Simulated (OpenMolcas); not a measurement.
Ce3+ with 8 ligands (fluoride) in cubic eightfold coordination (Oh) at 2.45 Å. A charge of +0.625 e stands 2.4 Å behind each ligand. Ligand basis ANO-RCC-VDZP.

```json
{
 "Program": "OpenMolcas",
 "Method": "CASSCF",
 "Basis": "ANO-RCC-VDZP [7s6p4d2f1g]",
 "Scalar Hamiltonian": "DKH2, point nucleus",
 "Active space": "1 electron in 7 orbitals (4f)",
 "State averaging": "2S+1 = 2 odd, 7 roots",
 "Spin-orbit coupling": "RASSI with atomic mean-field integrals over the reference wave functions"
}
```

Task: What is the spin-free ground state (labels of O, the rotations of Oh)?

Result: 2T2, 3-fold in its orbital part, 100 % from free-ion F terms; it has the highest spin that f1 allows.

Task: Where is the first state of the same spin?

Result: 2T1 at 18.7 cm-1 above the ground state.

Task: What are the lowest two levels with spin-orbit coupling?

Result: A 4-fold level Γ8, then a 2-fold level Γ7 406.7 cm-1 above it. Their leading multiplicities are 2 (100 %) and 2 (100 %).

Task: What is χT at 300 K, and how does it compare with the textbook value?

Result: Hund's rules give f1 the level 2F5/2 with g = 0.857, so an isolated free-ion multiplet has χT = g² J(J+1) / 8 = 0.804 cm3 K/mol. The computed 0.705 at 300 K differs by -12 %, through the field's splitting, the mixing of terms and any other multiplet in reach.

No measured value stands beside these numbers; the geometry was imposed, not optimised, and the real ion may take another.
